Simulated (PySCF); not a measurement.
PySCF 2.14 output of an unrestricted BHandHLYP calculation on a single atom or ion in aug-cc-pVQZ-DK3 (9s8p6d3f2g, 102 functions), with scalar relativity by spin-free X2C-1e:

```
SCF conv_tol = 1e-09
number electrons alpha = 26  beta = 23
    A. D. Becke.,  J. Chem. Phys. 98, 1372 (1993)
    Defined through Gaussian implementation.
cycle= 1 E= -6175.49022924629  delta_E= -0.00449  |g|= 0.0183  |ddm|= 2.61
cycle= 2 E= -6175.4904523426  delta_E= -0.000223  |g|= 0.00854  |ddm|= 0.792
cycle= 3 E= -6175.49052391062  delta_E= -7.16e-05  |g|= 0.00281  |ddm|= 0.127
cycle= 4 E= -6175.49059132194  delta_E= -6.74e-05  |g|= 0.00162  |ddm|= 0.0492
cycle= 5 E= -6175.49066545044  delta_E= -7.41e-05  |g|= 0.000816  |ddm|= 0.119
cycle= 6 E= -6175.49068879454  delta_E= -2.33e-05  |g|= 9.6e-05  |ddm|= 0.114
cycle= 7 E= -6175.49068887744  delta_E= -8.29e-08  |g|= 1.78e-05  |ddm|= 0.00816
cycle= 8 E= -6175.49068887946  delta_E= -2.02e-09  |g|= 3.8e-06  |ddm|= 0.00138
cycle= 9 E= -6175.49068887957  delta_E= -1.13e-10  |g|= 3.96e-07  |ddm|= 0.000204
converged SCF energy = -6175.49068887957  <S^2> = 3.7505886  2S+1 = 4.0002943
```

The run itself started from symmetry-adapted Hartree-Fock orbitals and held the occupation by maximum overlap, on a logarithmic radial grid, so the iterations belong to that start.

Task: Which element, charge and spin multiplicity is this?

Result: Sn⁺ (tin, charge +1), multiplicity 4; the state was [Kr] 4d10 5s1 5p1 6s1, high-spin 4P determinant (an excited configuration).

The outer electron is Rydberg-like, and this basis confines it to a smaller radius and binds it less than a complete one would.
